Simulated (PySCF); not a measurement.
Theory: delta-SCF UKS SCAN, pcX-2 on the ionised atom, pcseg-1 elsewhere, spin-free X2C in PySCF 2.14.0. Geometries: PBE0-D3(BJ)/def2-SVP; isolated species, one conformer each. Values against the vacuum level.

Question: Order these sites by rising C 1s binding energy.
A. C3 in `[CH3:1][C:2]#[C:3][AlH:4][C:5]([CH3:6])([CH3:7])[CH3:8]`
B. C2 in `[CH3:1][CH:2]1[CH2:3][SiH2:4][SiH2:5][CH2:6]1`
C. C3 in `[F:1]/[CH:2]=[CH:3]/[S-:4]`
D. C3 in `[SiH3:1]/[CH:2]=[CH:3]\[SiH2:4][O:5][SiH3:6]`

Answer: C (285.60 eV), A (289.06 eV), D (290.08 eV), B (290.61 eV).

The highest is bonded to 3 C and H, the lowest to S, C (double bond) and H in a species of charge -1; the range is 5.01 eV.

1 of these hole states is spin-contaminated (⟨S²⟩ 0.93, against 0.75; counted from 0.85) and less certain. The basis sets have no added diffuse functions, a weakness for anions.
